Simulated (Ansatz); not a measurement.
Molecule: C$_{4}$H$_{4}$NS, net charge 0, doublet state. It need not be the lowest isomer of its formula. SMILES: c1c(c[c]s1)N
Structure (B3LYP-D3(BJ)/def2-TZVP (Ansatz, a program for electronic structure) minimum search):
```
C
C 1 1.3700
H 2 1.0781 1 128.19
N 1 1.3962 2 125.68 3 2.91
H 4 1.0089 1 114.30 2 -18.17
H 4 1.0090 5 111.03 1 130.94
C 1 1.4427 2 112.56 3 178.95
C 7 1.3481 1 109.68 2 -0.38
H 7 1.0802 8 126.09 1 178.74
S 8 1.6950 7 116.27 9 178.97
```
Charge 0, spin multiplicity 2.

Atomisation energy built up term by term with Ansatz (kcal/mol; UHF references for open shells; valence terms freeze the core; atomic spin-orbit terms are left out). CBS marks a two-point X^-3 extrapolation of the correlation energy; Hartree-Fock from the larger set.

The UHF reference is spin-contaminated (<S^2> 0.35 over the pure value in the largest basis). 

```tsv
term	basis	kcal/mol
Hartree-Fock	cc-pV(Q+d)Z	695.95
CCSD correlation	CBS(cc-pV(T+d)Z,cc-pV(Q+d)Z)	281.89
(T)	CBS(cc-pV(T+d)Z,cc-pV(Q+d)Z)	27.17
core correlation	cc-pwCVTZ	5.57
scalar relativity (X2C)	cc-pVTZ-DK against cc-pVTZ	-1.31
sum: De		1009.3
```

(T) makes 2.7 % of the CCSD(T) atomisation energy; under 5 % is typical of single-reference molecules.
